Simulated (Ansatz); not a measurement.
Gas-phase reaction in SMILES: CC/C=C(\C)CC [(E)-3-methylhex-3-ene] → C=CCCC(C)C
Structures are relaxed separately at B3LYP-D3(BJ)/def2-TZVP in Ansatz (a first-principles code), one conformer each, not searched for the lowest. Frequencies are from Ansatz.

Quantity: isomerisation energy (enthalpy at 298 K, with B3LYP-D3(BJ) rigid-rotor harmonic-oscillator terms), in kcal/mol. Correlated levels leave the core frozen unless marked. No spin-orbit coupling. Non-relativistic. CBS(X,Y): correlation extrapolated as X^-3; Hartree-Fock from the larger set. The bracket is a focal-point correction in the basis named.

From measured enthalpies of formation at 298 K: 2.7 kcal/mol (CC/C=C(\C)CC -18.4, CRC Handbook; C=CCCC(C)C -15.7, CRC Handbook). It holds spin-orbit effects, and any other conformers, which the calculations lack, and core correlation, which the frozen-core levels lack. This is an older compilation, not checked against later work.

| level | program | isomerisation energy (kcal/mol) | error against measurement |
|---|---|---|---|
| PBE0/STO-3G | Ansatz | 5.6 | 2.9 |
| PBE0/def2-TZVP | Ansatz | 3.8 | 1.1 |
| HSE06-D3(BJ)/def2-TZVPD | Ansatz + dftd3 | 3.9 | 1.2 |
| B2PLYP-D3(BJ)/def2-TZVPD | Ansatz + dftd3 | 3.2 | 0.5 |
| CCSD/STO-3G | Ansatz | 3.5 | 0.8 |
| CCSD(T) with core electrons/cc-pwCVTZ | Ansatz | 2.5 | -0.2 |
| RI-MP2/CBS(aug-cc-pVTZ,aug-cc-pVQZ)+[CCSD(T)-MP2]/aug-cc-pVTZ | Ansatz | 2.3 | -0.4 |
